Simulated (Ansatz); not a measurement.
A nudged elastic band was laid between two geometries of C2H6OSi (10 atoms, charge 0, multiplicity 1).

All numbers below come from UKS PBE/STO-3G (Ansatz 0.2.0).

| Property | Result |
| --- | --- |
| movable images | 5 |
| climbing image | yes |
| spring | 5.0 eV/Å² |
| optimiser | quadratic models (default) |
| start path | through a guess of the saddle point |
| force threshold | 0.03 eV/Å |
| iteration limit | 60 |
| end points | relaxed |

First end point:

```xyz
10
Properties=species:S:1:pos:R:3
O -1.359 1.227 -0.510
C -0.200 0.692 0.192
C 0.799 -0.287 -0.567
Si -0.201 -1.080 0.775
H -0.916 1.963 -1.098
H 0.338 1.427 0.838
H 0.524 -0.507 -1.610
H 1.873 -0.077 -0.450
H 0.427 -1.395 2.047
H -1.285 -1.963 0.381
```

Last end point:

```xyz
10
Properties=species:S:1:pos:R:3
O -1.023 1.286 -0.330
C 0.452 0.772 0.474
C 0.875 -0.408 -0.552
Si -0.072 -1.070 0.886
H -0.619 1.931 -1.032
H -1.328 1.978 0.375
H 0.407 -0.417 -1.551
H 1.969 -0.515 -0.635
H 0.670 -1.857 1.858
H -1.330 -1.698 0.506
```

Task: What changes between the two ends?

Result: Bonds broken: C2–H6. Bonds formed: O1–H6.

Task: What energy profile does the band end with?

Result: It converged. The highest image is number 5 of 0 to 6, 399.6 kJ/mol above the first end and 7.8 kJ/mol above the last; the last end lies 391.9 kJ/mol above the first. Neighbouring images differ by up to 1.6 eV, so the band resolves the path poorly. A vibrational analysis at the climbing image gives one clearly imaginary mode, 704i cm⁻¹: a first-order saddle point. The orbitals stay closed-shell, which can raise the energy where a bond breaks towards radicals; this wasn't checked here. Limits of this set-up: minimal basis.

| image | path coordinate (Å) | energy (kJ/mol) | C2–H6 (Å) | O1–H6 (Å) |
| --- | --- | --- | --- | --- |
| 0 | 0.00 | 0.0 | 1.12 | 2.18 |
| 1 | 0.42 | 7.6 | 1.12 | 2.16 |
| 2 | 0.83 | 58.2 | 1.11 | 1.99 |
| 3 | 1.25 | 206.4 | 1.14 | 1.64 |
| 4 | 1.66 | 360.5 | 1.35 | 1.26 |
| 5 | 2.08 | 399.6 | 1.77 | 1.05 |
| 6 | 2.73 | 391.9 | 2.15 | 1.03 |

Task: What is the geometry of the highest image?

Result: 
```xyz
10
Properties=species:S:1:pos:R:3
O -1.171 1.334 -0.267
C 0.301 0.745 0.511
C 0.849 -0.351 -0.531
Si -0.090 -1.121 0.861
H -0.763 1.709 -1.146
H -0.848 2.087 0.395
H 0.409 -0.365 -1.543
H 1.950 -0.374 -0.587
H 0.668 -1.854 1.861
H -1.303 -1.809 0.444
```

Time of the run: 2 min on 1 thread of Arm Neoverse V2, with other jobs on the host, peak memory 0.11 GiB.
